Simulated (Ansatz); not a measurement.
Job for Ansatz (a program for electronic structure): R-B97M-V/def2-TZVPPD on CH6AlN (SMILES C[NH][AlH2]) with ghost functions. Files ending in .json are basis or fitting sets from the Basis Set Exchange.

Ansatz 0.2 input:
```yaml
crystal:
  periodic: [false, false, false]
  atoms:
    - {symbol: C, position_ang: [-0.50060950, -0.40744734, 1.56201586]}
    - {symbol: N, position_ang: [-0.35294685, 0.28769917, 0.29149530]}
    - {symbol: Al, position_ang: [0.81695944, -0.00879326, -1.00557997]}
    - {symbol: H, position_ang: [-0.35640435, 0.25774005, 2.41985788]}
    - {symbol: H, position_ang: [0.24624773, -1.20005822, 1.63602003]}
    - {symbol: H, position_ang: [-1.48544535, -0.87618195, 1.66539196]}
    - {symbol: H, position_ang: [-1.03470934, 1.02621013, 0.18673627]}
    - {symbol: H, position_ang: [0.73648686, 0.91151431, -2.28393564]}
    - {symbol: H, position_ang: [1.86112229, -1.17196098, -0.79044003]}
basis:
  gaussian:
    orbitals: def2-TZVPPD.json
    ghost_atoms:
      - {symbol: N, position_ang: [-0.07454182, 0.15972709, 5.43829091]}
      - {symbol: H, position_ang: [0.43951819, -0.55816743, 4.94065533]}
      - {symbol: H, position_ang: [-1.04025544, 0.10268985, 5.13596504]}
      - {symbol: H, position_ang: [0.28595664, 1.05602020, 5.13142582]}
hamiltonian:
  xc: {name: B97M-V}
scf: {lower_state_search: off}
```

Output:

```
WARN ansatz: RAYON_NUM_THREADS=2 ignored (pool sized by the plan → 2); use --threads N
Functional definition: B97M-V
these checks for a lower state are left out or cut short: stability, starts, cluster_reference, orbital_swaps, neighbouring_geometries, increment
integrals: 0.26 GiB planned
1341 factors; their error is unknown
mean field: 1.93 GiB planned
mean field evaluation 1: about -9211.9403 eV, gradient 6.6e1 eV
mean field evaluation 2: about -9166.8761 eV, gradient 1.3e2 eV
mean field evaluation 4: about -9221.5375 eV, gradient 1.0e1 eV
mean field evaluation 8: about -9221.7623 eV, gradient 3.6e-1 eV
mean field evaluation 16: about -9221.7391 eV, gradient 4.5e-4 eV
mean field -9221.73905770 eV, -338.8926596512 hartree, gradient 3.1e-6 eV, S^2 0.000000; 0 other end points of the search recorded, 0 dependent functions left out
reference -9221.73913593 eV, -338.8926625263 hartree; 16, 16 occupied and 296, 296 virtual orbitals, 1341 factors
Total energy: -9221.73913593 eV, -338.8926625263 hartree
Checks for a lower state left out: stability, starts, cluster_reference, orbital_swaps, neighbouring_geometries, increment
```

The calculation finished and met its thresholds.

Cost: around 13 core-seconds (rough).
